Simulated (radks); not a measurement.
The numbers below are computed, except where a source is named.
Spin polarisation of the 4p4 shell in the krypton ion Kr2+. Start: [Ar] 3d10 4s2 4p(up 2, down 2); electrons of 4p are moved from spin down to spin up, other shells keep equal spins. Level of theory: scalar-relativistic Kohn-Sham, SCAN, spin-polarised, spherical densities, finite nucleus; meta-GGA in the generalised Kohn-Sham scheme; Fermi nuclear charge, rms radius of each element as measured or else 0.836 A^(1/3) + 0.57 fm (a radial shooting solver on a logarithmic mesh with Libxc functionals).

moment (Bohr magnetons)  E - E(0) (eV)  e(4p up) (eV)  e(4p down) (eV)  4s down minus up (eV)
0                                0.000        -31.368          -31.368                 0.000
0.5                             -0.081        -31.684          -31.028                  0.698
1                               -0.328        -31.974          -30.665                  1.381
1.5                             -0.736        -32.242          -30.276                  2.061
2                               -1.311        -32.490          -29.855                  2.744

At moment 2 the spin-polarisation energy is -1.311 eV and the 4p exchange splitting 2.634 eV, that is 1.317 eV per Bohr magneton; E = -I m^2/4 would give I = 1.311 eV.
